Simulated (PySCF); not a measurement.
Cartesian coordinates (Å):
```xyz
9

Ta    -0.0233    -0.0369    -0.0869
F      0.8254     1.3163     0.9853
F     -1.6254     0.3777     0.8221
O      1.2369    -1.2563     0.6754
H      1.9145    -0.9347     1.2866
O      0.5277     0.9926    -1.6010
H      1.0535     1.7952    -1.4762
O     -0.8206    -1.3669    -1.1527
H     -1.2117    -2.0472    -1.7037
```
Charge 0, spin multiplicity 1.

Question: Give the LUMO, HOMO–LUMO gap and total energy at the level TPSSh-D3(BJ)/def2-TZVP // r2SCAN-D4/def2-SVP (PySCF 2.14.0).

Answer: 
| Property | Result |
|---|---|
| LUMO | -1.84 eV |
| HOMO–LUMO gap | 6.80 eV |
| total energy | -484.6819 Ha |
